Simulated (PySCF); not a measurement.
Several orderings of computed values.

All species are isolated and taken at one optimised geometry, non-relativistic unless stated; the electronic structure was computed with PySCF and density fitting.

The conformers computed, where there is a choice (atom-mapped SMILES and torsion angles):
- `[CH2:1]=[N:2]/[C:3]([F:4])=[CH:5]/[O:6][CH:7]=[O:8]`: C1–N2–C3–F4 0°, C3–C5–O6–C7 180°, C5–O6–C7–O8 0°
- `[CH3:1][NH:2][Si@H:3]([C:4]#[N:5])[S:6][CH3:7]`: C1–N2–Si3–C4 -56°, N2–Si3–S6–C7 67°
- `[CH3:1][CH2:2][P@:3]([CH3:4])(=[O:5])[OH:6]`: C1–C2–P3–C4 -55°, H–O6–P3–C2 120°
- `[CH3:1][O:2][CH2:3][n+:4]1[n:5][cH:6][o:7][c:8]1[F:9]`: C1–O2–C3–N4 -88°, O2–C3–N4–N5 159°
- `[N:1]#[C:2][CH2:3][S:4][CH2:5][SiH2:6][NH2:7]`: C2–C3–S4–C5 -62°, C3–S4–C5–Si6 -178°, S4–C5–Si6–N7 61°, H–N7–Si6–C5 -43°, H–N7–Si6–C5 177°

The conformers of `N#C[C@@H]1CO[C@@H](F)O1` aren't listed.

Question: Rank by lowest triplet excitation (Tamm–Dancoff), highest first (TDA wB97X-D/def2-SVPD at GFN2-xTB geometries).
A. `CC[P@](C)(=O)O`
B. `CN[Si@H](C#N)SC`
C. `N#C[C@@H]1CO[C@@H](F)O1`
D. `C=N/C(F)=C/OC=O`
E. `N#CCSC[SiH2]N`
F. `COC[n+]1ncoc1F`

Answer: A (7.56 eV), C (6.46 eV), B (5.41 eV), F (5.07 eV), E (4.69 eV), D (3.06 eV).

Give the two extremes of that set in kJ/mol.

`C=N/C(F)=C/OC=O`: 295 kJ/mol; `CC[P@](C)(=O)O`: 729 kJ/mol.

Question: Rank by HOMO energy, highest first (wB97X-D/def2-SVPD at GFN2-xTB geometries).
A. `C([n+]1c(ocn1)F)OC`
B. `N#C[Si@H](SC)NC`
C. `C(=C(/F)N=C)/OC=O`
D. `N#C[C@@H]1CO[C@@H](F)O1`
E. `CC[P@](C)(=O)O`

Answer: C (-9.03 eV), B (-9.13 eV), E (-9.67 eV), D (-11.21 eV), A (-15.04 eV).

By how much do the two ends of that ranking differ?

By 6.01 eV, between `C=N/C(F)=C/OC=O` and `COC[n+]1ncoc1F`.

Question: Rank by electronic spatial extent ⟨r²⟩ about the centre of nuclear charge, lowest first (wB97X-D/def2-SVPD at GFN2-xTB geometries).
A. `C=N/C(F)=C/OC=O`
B. `N#CCSC[SiH2]N`
C. `CC[P@](C)(=O)O`
D. `N#C[Si@H](SC)NC`
E. `COC[n+]1ncoc1F`

Answer: C (728 bohr²), E (1102 bohr²), A (1212 bohr²), D (1244 bohr²), B (1518 bohr²).

By how much do the two ends of that ranking differ?

By 790 bohr², between `N#CCSC[SiH2]N` and `CC[P@](C)(=O)O`.

Question: Rank by HOMO–LUMO gap, highest first (wB97X-D/def2-SVPD at GFN2-xTB geometries).
A. `N#C[C@@H]1CO[C@@H](F)O1`
B. `C=N/C(F)=C/OC=O`
C. `COC[n+]1ncoc1F`
D. `[P@](CC)(O)(C)=O`
E. `C(SC[SiH2]N)C#N`

Answer: A (12.64 eV), D (11.66 eV), C (10.34 eV), E (10.13 eV), B (8.85 eV).

Question: Rank by static isotropic polarisability, highest first (wB97X-D/def2-SVPD at GFN2-xTB geometries).
A. `C(#N)[C@@H]1CO[C@H](O1)F`
B. `C=N/C(F)=C/OC=O`
C. `CN[Si@H](C#N)SC`
D. `CC[P@](C)(=O)O`
E. `N#CCSC[SiH2]N`

Answer: E (93.8 au), C (92.1 au), B (74.5 au), D (66.0 au), A (55.9 au).

Question: Rank by lowest singlet excitation, lowest first (TDDFT wB97X-D/def2-SVPD at GFN2-xTB geometries).
A. `C=N/C(F)=C/OC=O`
B. `C(#N)[Si@@H](NC)SC`
C. `C(C#N)SC[SiH2]N`
D. `N#C[C@@H]1CO[C@@H](F)O1`
E. `COC[n+]1ncoc1F`
F. `CC[P@](O)(C)=O`

Answer: A (4.75 eV), C (5.22 eV), B (5.76 eV), E (6.08 eV), D (7.52 eV), F (7.68 eV).

By how much do the two ends of that ranking differ?

By 2.93 eV, between `CC[P@](C)(=O)O` and `C=N/C(F)=C/OC=O`.
